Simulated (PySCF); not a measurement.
# Working with the constants of InGe⁻

UHF-CCSD(T) constants of InGe⁻, ³Σ⁻ (triplet), unpaired electrons π ↑↑ (PySCF, scalar-relativistic core potentials, basis sets In aug-cc-pVDZ-PP with ECP28, Ge aug-cc-pVDZ-PP with ECP10; masses 114.9039 and 73.9212 u):

| Property | Result |
| --- | --- |
| ωe | 184.1 cm⁻¹ |
| ωexe | 0.45 cm⁻¹ |
| Be | 0.051179 cm⁻¹ |
| αe | 0.000186 cm⁻¹ |
| D (centrifugal) | 1.58e-08 cm⁻¹ |
| De to In + Ge⁻ | 1.73 eV |

(1) Give the vibrational terms G(v) and spacings up to v = 6.

(2) How well does the Morse estimate ωe²/(4ωexe) reproduce De, and what is D0?

Correlated steps freeze 8 core orbitals. Correlated levels converge slowly with the basis: in double zeta they bind strong bonds too weakly, by up to about 1 eV, and carry superposition errors of some tenths. Spin–orbit coupling is left out, which matters for elements this heavy, above all for dissociation energies. For an ion De counts to the pair picked by the measured ionisation energies or electron affinities, which need not be the lowest pair at this level. The state was picked by a PBE0 search and need not be the measured ground state.

Results:

(1) G(v) = ωe(v+½) − ωexe(v+½)².

| v | G(v) (cm⁻¹) | G(v) − G(v−1) | Bv (cm⁻¹) |
| --- | --- | --- | --- |
| 0 | 91.9 |  | 0.05109 |
| 1 | 275.1 | 183.2 | 0.05090 |
| 2 | 457.4 | 182.3 | 0.05071 |
| 3 | 638.8 | 181.4 | 0.05053 |
| 4 | 819.3 | 180.5 | 0.05034 |
| 5 | 998.9 | 179.6 | 0.05016 |
| 6 | 1177.6 | 178.7 | 0.04997 |

(2) It gives 2.33 eV, 135 % of the computed De. D0 = De − G(0) = 1.73 − 0.01 = 1.72 eV.
